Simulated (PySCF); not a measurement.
C5H6O2, SMILES C#C[C@H](C)C(=O)O. Coordinates come from a PBE-D3(BJ)/def2-SVP optimisation. The values are those of a single conformer.

Computed equilibrium geometry at PBE-D3(BJ)/def2-SVP (PySCF confirms it by a frequency run) as Cartesian coordinates in Å (one conformer of several):
```xyz
13

C     -1.0074    -2.1858    -1.0987
C     -0.8141    -1.0488    -0.6948
C     -0.5699     0.3286    -0.2602
C     -0.2964     1.2824    -1.4329
C      0.5623     0.4032     0.7804
O      1.5095     1.1595     0.7172
O      0.3605    -0.4572     1.8027
H     -1.1811    -3.1946    -1.4451
H     -1.4799     0.6698     0.2884
H     -0.1351     2.3108    -1.0587
H     -1.1493     1.2779    -2.1371
H      0.6150     0.9710    -1.9776
H      1.1238    -0.3316     2.4079
```
Charge 0, spin multiplicity 1.
